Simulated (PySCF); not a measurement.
## Ni: excitation energy

Ni [Ar] 3d8 4s2 (3F) → Ni [Ar] 3d8 4s1 5s1 (5F), as a difference of total energies. Computed with PySCF 2.14 in aug-cc-pVDZ-DK, with scalar relativity by spin-free X2C-1e. Correlated levels: valence: [Ar] frozen. The calculations carry no spin-orbit coupling.

```
       method  excitation energy (eV)
          UHF                   4.647
          LDA                   6.244
          PBE                   5.935
         PBE0                   5.716
       r2SCAN                   5.880
         MN15                   6.289
       revPBE                   5.805
    BHandHLYP                   5.876
MP2 (valence)                   5.734
```

Estimate what r2SCAN0 gives.

5.748 eV, closest to MP2 (valence) among the rows shown.

Estimate what SCS-MP2 (valence) gives.

5.883 eV, closest to r2SCAN among the rows shown.

The promoted electron is Rydberg-like, and one or two diffuse shells describe it only roughly, which tends to raise the upper state.
